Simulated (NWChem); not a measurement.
System: C3H7NSi; SMILES C(=C[SiH3])=CN

The following NWChem deck was run.

```
start job
memory heap 200 mb stack 900 mb global 1100 mb
geometry units angstroms noautoz
  N      0.615850     2.705601    -0.213519
  C     -0.224446     1.792378     0.422658
  C     -0.559157     0.586356     0.008072
  C     -0.819833    -0.650211    -0.352627
  Si     0.312345    -2.086681     0.064508
  H      0.318145     3.670212    -0.114141
  H      0.809338     2.485445    -1.184459
  H     -0.592034     2.115606     1.404982
  H     -1.741733    -0.860373    -0.919346
  H     -0.410398    -3.108138     0.887122
  H      0.777308    -2.774393    -1.182170
  H      1.496741    -1.589690     0.824158
end
basis spherical
  N library 6-31g*
  C library 6-31g*
  Si library 6-31g*
  H library 6-31g*
end
dft
  xc m06
  iterations 150
  mulliken
end
task dft energy
```

Parts of the log:

```
             Northwest Computational Chemistry Package (NWChem) 7.3.0
             --------------------------------------------------------

 C1  symmetry detected

                             Geometry "geometry" -> ""
                             -------------------------

 Output coordinates in angstroms (scale by  1.889725989 to convert to a.u.)

  No.       Tag          Charge          X              Y              Z
 ---- ---------------- ---------- -------------- -------------- --------------
    1 N                    7.0000     0.58523227     2.71114993    -0.22793985
    2 C                    6.0000    -0.21678952     1.78885023     0.44356525
    3 C                    6.0000    -0.55758626     0.57999485     0.04240656
    4 C                    6.0000    -0.82172324    -0.65872186    -0.30825890
    5 Si                  14.0000     0.34214370    -2.08423715     0.05587655
    6 H                    1.0000     0.28265090     3.67261921    -0.11392234
    7 H                    1.0000     0.73751282     2.49401828    -1.20686540
    8 H                    1.0000    -0.54350911     2.10729172     1.44176716
    9 H                    1.0000    -1.76578576    -0.87748258    -0.83373754
   10 H                    1.0000    -0.33307439    -3.11379391     0.90823741
   11 H                    1.0000     0.75800566    -2.76587594    -1.21131397
   12 H                    1.0000     1.55415632    -1.57624556     0.76286453

 Effective nuclear repulsion energy (a.u.)     192.1455742689

                                 NWChem DFT Module
                                 -----------------

 Summary of "ao basis" -> "ao basis" (spherical)
 ------------------------------------------------------------------------------
       Tag                 Description            Shells   Functions and Types
 ---------------- ------------------------------  ------  ---------------------
 N                           6-31g*                  6       14   3s2p1d
 C                           6-31g*                  6       14   3s2p1d
 Si                          6-31g*                  8       18   4s3p1d
 H                           6-31g*                  2        2   2s

            General Information
            -------------------
          SCF calculation type: DFT
          Wavefunction type:  closed shell.
          No. of atoms     :    12
          No. of electrons :    46
           Alpha electrons :    23
            Beta electrons :    23
          Charge           :     0
          Spin multiplicity:     1
          Use of symmetry is: off; symmetry adaption is: off
          Maximum number of iterations: 150
          AO basis - number of functions:    88
                     number of shells:    46
          Convergence on energy requested:  1.00D-06
          Convergence on density requested:  1.00D-05
          Convergence on gradient requested:  5.00D-04

              XC Information
              --------------
                          M06 Method XC Functional
                     Hartree-Fock (Exact) Exchange  0.270
                           M06 Exchange Functional  1.000
                         M06 Correlation Potential  1.000

             Grid Information
             ----------------
          Grid used for XC integration:  medium
          Radial quadrature: Mura-Knowles
          Angular quadrature: Lebedev.
          Tag              B.-S. Rad. Rad. Pts. Rad. Cut. Ang. Pts.
          ---              ---------- --------- --------- ---------
          N                   0.65       49          13.0       434
          C                   0.70       49          12.0       434
          Si                  1.10       88          12.0       590
          H                   0.35       45          14.0       434
          Grid pruning is: on
          Number of quadrature shells:   599
          Spatial weights used:  Erf1

      Superposition of Atomic Density Guess
      -------------------------------------

 Sum of atomic energies:        -459.57943599

      Non-variational initial energy
      ------------------------------

 Total energy =    -462.293724
 1-e energy   =   -1010.571651
 2-e energy   =     356.132352
 HOMO         =      -0.209231
 LUMO         =       0.002155

     ---------------------------------------------
      Total Density - Mulliken Population Analysis
     ---------------------------------------------

    Atom       Charge   Shell Charges
 -----------   ------   -------------------------------------------------------
    1 N    7     7.92   2.00  0.81  2.56  0.83  1.70  0.03
    2 C    6     6.10   2.00  0.71  1.86  0.50  0.98  0.06
    3 C    6     5.90   2.00  0.75  1.87  0.49  0.76  0.03
    4 C    6     6.61   2.00  0.73  1.96  0.64  1.25  0.03
    5 Si  14    13.60   2.00  2.00  5.97  0.99  1.70  0.30  0.52  0.12
    6 H    1     0.58   0.42  0.16
    7 H    1     0.59   0.42  0.17
    8 H    1     0.77   0.46  0.31
    9 H    1     0.76   0.45  0.30
   10 H    1     1.07   0.47  0.59
   11 H    1     1.07   0.47  0.59
   12 H    1     1.06   0.47  0.59

   convergence    iter        energy       DeltaE   RMS-Dens  Diis-err
 ---------------- ----- ----------------- --------- --------- ---------
 d= 0,ls=0.0,diis     1   -462.4839145634 -6.55D+02  1.20D-02  4.64D-01
 d= 0,ls=0.0,diis     2   -462.5274981912 -4.36D-02  4.08D-03  7.43D-02
 d= 0,ls=0.0,diis     3   -462.5280461353 -5.48D-04  1.63D-03  5.06D-02
 d= 0,ls=0.0,diis     4   -462.5337286972 -5.68D-03  5.33D-04  1.37D-03
 d= 0,ls=0.0,diis     5   -462.5338969100 -1.68D-04  2.14D-04  3.75D-04
  Resetting Diis
 d= 0,ls=0.0,diis     6   -462.5339479333 -5.10D-05  6.42D-05  2.05D-05
 d= 0,ls=0.0,diis     7   -462.5339504933 -2.56D-06  1.86D-05  8.67D-07
 d= 0,ls=0.0,diis     8   -462.5339505281 -3.48D-08  9.70D-06  6.94D-07

[...]
```

Level: M06/6-31G* (spherical d). All runs use the structure optimised with PBE0/def2-SVP. Not confirmed as a minimum by frequencies.
